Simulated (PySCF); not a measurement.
How methods differ on the excitation energy of In

In [Kr] 4d10 5s2 5p1 (2P) → In [Kr] 4d10 5s2 6s1 (2S), as a difference of total energies. Calculation: PySCF 2.14, in aug-cc-pVQZ-PP with ECP28MDF (7s7p5d3f2g, 92 functions); scalar relativity through the core potential. Correlated levels: valence: 4s2 4p6 4d10 frozen. The calculations carry no spin-orbit coupling.

```
           method  excitation energy (eV)
              UHF                   2.688
    MP2 (valence)                   2.765
SCS-MP2 (valence)                   2.771
   CCSD (valence)                   2.791
CCSD(T) (valence)                   2.796
```

Task: How much does correlation contribute at CCSD(T) (valence)?

Result: 2.796 − (2.688) = 0.108 eV, measured against UHF.

Errors of the correlated levels include the incompleteness of this basis and the frozen core.

For comparison: 2.839 eV (measured; NIST levels, between the centres of gravity of the two terms).
